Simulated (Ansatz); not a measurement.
`[CH3][Ge]1([CH3])[CH]=CC=[C]1[C]1=CC=[C]([C]2=CC=[CH][Ge]2([CH3])[CH3])[Ge]1([CH3])[CH3]`. Total charge 0; triplet. Geometry PBE-D4/def2-SVP, that of the neutral singlet; atoms count from 1.

```xyz
47

C    -4.6761   -1.4744   -0.8708
Ge   -3.4486   -2.6275    0.1490
C    -3.7845   -2.4748    2.0830
C    -3.3530   -4.4718   -0.5040
C    -2.0793   -4.6765   -0.9567
C    -1.1192   -3.5748   -0.8731
C    -1.5394   -2.3702   -0.3393
C    -0.7343   -1.2021   -0.1866
C    -1.1566    0.0070    0.3490
C    -0.2195    1.1043    0.4384
C     1.0805    0.9229   -0.0136
C     2.1134    1.9071    0.0088
C     3.4085    1.7271   -0.4415
C     4.3456    2.8473   -0.3443
C     3.9043    4.0269    0.1877
Ge    2.0221    3.7789    0.6702
C     1.6627    3.9052    2.6019
C     0.7734    4.9066   -0.3524
Ge    1.1694   -0.9439   -0.6718
C     1.5108   -1.0781   -2.6051
C     2.4025   -2.0809    0.3572
H    -4.5396   -0.4154   -0.5751
H    -5.7291   -1.7620   -0.6808
H    -4.4693   -1.5687   -1.9541
H    -3.6367   -1.4281    2.4149
H    -3.0829   -3.1250    2.6400
H    -4.8224   -2.7792    2.3234
H    -4.1236   -5.2560   -0.5372
H    -1.7474   -5.6404   -1.3827
H    -0.0859   -3.7253   -1.2351
H    -2.1922    0.1497    0.7085
H    -0.5540    2.0678    0.8646
H     3.7508    0.7673   -0.8694
H     5.3812    2.7074   -0.7032
H     4.5554    4.9075    0.2901
H     2.3703    3.2624    3.1597
H     0.6301    3.5685    2.8210
H     1.7760    4.9503    2.9518
H     0.9863    4.8189   -1.4350
H    -0.2705    4.5834   -0.1695
H     0.8728    5.9687   -0.0526
H     2.5444   -0.7548   -2.8390
H     1.3776   -2.1225   -2.9501
H     0.8029   -0.4296   -3.1560
H     2.2852   -3.1430    0.0644
H     3.4522   -1.7756    0.1768
H     2.1860   -1.9849    1.4384
```

Single mean-field runs in def2-TZVP are fitted with def2-universal-jkfit. At PBE0-D4/def2-TZVP a singlet of charge 0 lies 1.06 eV below the triplet at the same geometry.

Problem. Estimate the Mulliken populations of the heavy atoms from the PBE0/def2-TZVP orbitals of Ansatz.

Solution. 
| atom | charge (e) | spin (α − β) |
| --- | --- | --- |
| C1 | -0.47 | 0.00 |
| Ge2 | 0.38 | -0.01 |
| C3 | -0.47 | 0.00 |
| C4 | -0.30 | 0.42 |
| C5 | -0.13 | -0.20 |
| C6 | -0.09 | 0.48 |
| C7 | -0.13 | -0.15 |
| C8 | -0.02 | 0.36 |
| C9 | -0.15 | 0.14 |
| C10 | -0.15 | 0.14 |
| C11 | -0.02 | 0.36 |
| C12 | -0.13 | -0.15 |
| C13 | -0.09 | 0.48 |
| C14 | -0.13 | -0.20 |
| C15 | -0.30 | 0.42 |
| Ge16 | 0.38 | -0.01 |
| C17 | -0.47 | 0.00 |
| C18 | -0.47 | 0.00 |
| Ge19 | 0.24 | -0.03 |
| C20 | -0.45 | 0.01 |
| C21 | -0.45 | 0.01 |
Mulliken values and Mayer orders depend strongly on the basis.

Problem. Where does the spin sit?

Solution. Summed by element: C 2.15, Ge -0.06, H -0.10, of 2 unpaired in all. Largest on single atoms: C13 0.48, C6 0.48, C15 0.42.

Problem. And the Mayer bond orders between bonded heavy atoms (over 0.3)?

Solution. C1–Ge2 0.94 (1.97 Å); Ge2–C3 0.94 (1.97 Å); Ge2–C4 0.93 (1.96 Å); Ge2–C7 0.88 (1.99 Å); C4–C5 1.68 (1.37 Å); C5–C6 1.19 (1.46 Å); C6–C7 1.43 (1.38 Å); C7–C8 1.39 (1.43 Å); C8–C9 1.28 (1.39 Å); C8–Ge19 0.92 (1.98 Å); C9–C10 1.49 (1.45 Å); C10–C11 1.28 (1.39 Å); C11–C12 1.39 (1.43 Å); C11–Ge19 0.92 (1.98 Å); C12–C13 1.43 (1.38 Å); C12–Ge16 0.88 (1.99 Å); C13–C14 1.19 (1.46 Å); C14–C15 1.68 (1.37 Å); C15–Ge16 0.93 (1.96 Å); Ge16–C17 0.94 (1.97 Å); Ge16–C18 0.94 (1.97 Å); Ge19–C20 0.94 (1.97 Å); Ge19–C21 0.94 (1.97 Å).
